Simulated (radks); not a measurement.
The numbers below are computed, except where a source is named.
Valence configurations of Be (all share [He]). Code: a radial shooting solver on a logarithmic mesh with Libxc functionals. Model: Dirac Kohn-Sham, BLYP, spin-unpolarised, spherical densities, finite nucleus; open shells are shared between the two j in proportion to 2j + 1; Fermi nuclear charge, rms radius 2.519 fm. Energies are relative to 2s2; eigenvalues in eV.

[
 {"valence": "2s2", "E (eV)": "0.000", "e(2p1/2)": "-", "e(2p3/2)": "-", "e(2s1/2)": "-5.468"},
 {"valence": "2s1 2p1", "E (eV)": "3.569", "e(2p1/2)": "-2.426", "e(2p3/2)": "-2.425", "e(2s1/2)": "-6.019"},
 {"valence": "2s1.5 2p0.5", "E (eV)": "1.778", "e(2p1/2)": "-2.198", "e(2p3/2)": "-2.197", "e(2s1/2)": "-5.767"},
 {"valence": "2p2", "E (eV)": "7.183", "e(2p1/2)": "-2.803", "e(2p3/2)": "-2.801", "e(2s1/2)": "-"}
]

NIST lists [He] 2s2 as the ground configuration; this level of theory agrees among the configurations tried. The energies are those of spherical spin-averaged densities, not of single terms.
